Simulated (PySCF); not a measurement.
## ¹⁹F chemical shifts

[PySCF 2.14.0 with density-fitted response routines: σ from GIAO-PBE0/pcSseg-1; geometry: GFN2-xTB; single conformer; no relativistic terms; isolated molecule; one averaged value for each set of equivalent atoms]

Shieldings were converted by a linear fit to measured shifts: ¹⁹F: δ = 146.13 − 0.903σ +14.6 on sp3 carbon (rms 6.0 ppm, 223 shifts, 7.0 ppm with the 5 outliers that the fit left out vs CFCl3, solution or neat liquid). A few per cent of atoms miss by over 2 rms, more outside the fitted compound classes.

Q: Give the ¹⁹F shifts of `C[C@@H]1[SiH2]SC[C@]1(F)C(F)F`.

A: 
```json
{"compound": "[CH3:1][C@@H:2]1[SiH2:3][S:4][CH2:5][C@:6]1([F:7])[CH:8]([F:9])[F:10]", "environment": "F10: fluorine of a CF2 group", "δ (ppm)": "-115.8"}
{"compound": "[CH3:1][C@@H:2]1[SiH2:3][S:4][CH2:5][C@:6]1([F:7])[CH:8]([F:9])[F:10]", "environment": "F9: fluorine of a CF2 group", "δ (ppm)": "-128.4"}
{"compound": "[CH3:1][C@@H:2]1[SiH2:3][S:4][CH2:5][C@:6]1([F:7])[CH:8]([F:9])[F:10]", "environment": "F7: fluorine on an sp3 carbon", "δ (ppm)": "-146.7"}
```

Q: Match the shifts 18.1, -69.1, -113.6, -202.9 ppm to `C=C/C(OC)=C(\Cl)C(=O)F`, `O=C1COC[C@@H]1F`, `CC1=NN([SiH3])C[C@@H]1C(F)(F)F`, `FC(F)C/C=C/[SiH2]Cl`.

A: 18.1: C=C/C(OC)=C(\Cl)C(=O)F (fluorine bonded to C); -69.1: CC1=NN([SiH3])C[C@@H]1C(F)(F)F (fluorine of a CF3 group); -113.6: FC(F)C/C=C/[SiH2]Cl (fluorine of a CF2 group); -202.9: O=C1COC[C@@H]1F (fluorine on an sp3 carbon).
